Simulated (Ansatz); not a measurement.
`O[SiH2]S[Si](F)(Cl)Cl`, charge 0, multiplicity 1.

(1) Give a relaxed structure at PBE0-D4/def2-TZVP (Ansatz 0.2.0). (An estimate is asked.)

## Answers

(1) The calculation gave: 
Z-matrix (Å, degrees):
```
Si
S 1 2.165
O 1 1.632 2 112.7
H 1 1.475 2 104.5 3 -116.1
H 1 1.482 2 107.4 3 123.8
Si 2 2.089 1 97.2 3 -76.0
H 3 0.960 1 117.3 2 63.4
F 6 1.595 2 109.4 1 40.3
Cl 6 2.021 2 109.9 1 158.9
Cl 6 2.026 2 114.1 1 -77.9
```
This is one stationary point; other conformers may exist.
